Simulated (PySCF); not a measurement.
Species: C6H8O2.
Numbering: `[O:1]=[CH:2][O:3][CH2:4][C:5]1=[CH:6][CH2:7][CH2:8]1`

Probes without a nucleus sit at each ring's centroid and 1 Å off its mean plane on both sides; NICS is minus the shielding there, NICSzz its component along the normal. Level: GIAO PBE0/pcSseg-1 (PySCF, non-relativistic, gas phase) on the GFN2-xTB geometry, one conformer.

Ring bond lengths (Å), with Mayer bond orders in brackets: C5–C6 1.332 (1.77), C6–C7 1.504 (1.05), C7–C8 1.551 (1.05), C8–C5 1.507 (1.06).

Task: What do the NICS probes read (ppm)?

Result: 
| ring | type | NICS(0) | NICS(1), two faces | NICS(1)zz, two faces | rms pucker (Å) | centre to ring atoms, mean (Å) |
| --- | --- | --- | --- | --- | --- | --- |
| C5–C6–C7–C8 | 4-membered carbocycle; formal bonds 1 double, 3 single | -0.1 | -2.3 / -2.2 | -0.2 / -0.3 | 0.00 | 1.04 |

Task: What do they say, and how far can they be read as aromaticity?

Result: 
- C5–C6–C7–C8: mean NICS(1)zz -0.3 ppm, near zero. C7, C8 have four or more neighbours; no verdict on aromaticity is drawn.

Task: How shielded are the nuclei of the rings and their hydrogens (means over atoms taken as equivalent)?

Result: 
```csv
atoms,environment,σ isotropic (ppm),"principal values of the symmetric part, first atom (ppm)"
C5,fully substituted alkene carbon,35.6,"-72.8, 45.6, 134.1"
C6,alkene CH carbon,50.0,"-53.1, 49.4, 153.8"
C7,allylic carbon,158.6,"144.4, 162.7, 168.7"
C8,allylic carbon,156.3,"145.8, 158.3, 164.9"
H on C6,vinylic hydrogen,25.64,"24.2, 24.8, 28.0"
H on C7 (×2),methylene hydrogen,29.22,"25.9, 27.1, 34.7"
H on C8 (×2),methylene hydrogen,29.22,"26.2, 27.2, 34.4"
```

The values belong to the conformer `[O:1]=[CH:2][O:3][CH2:4][C:5]1=[CH:6][CH2:7][CH2:8]1`: O1–C2–O3–C4 -2°, C2–O3–C4–C5 -81°, O3–C4–C5–C6 -2°.
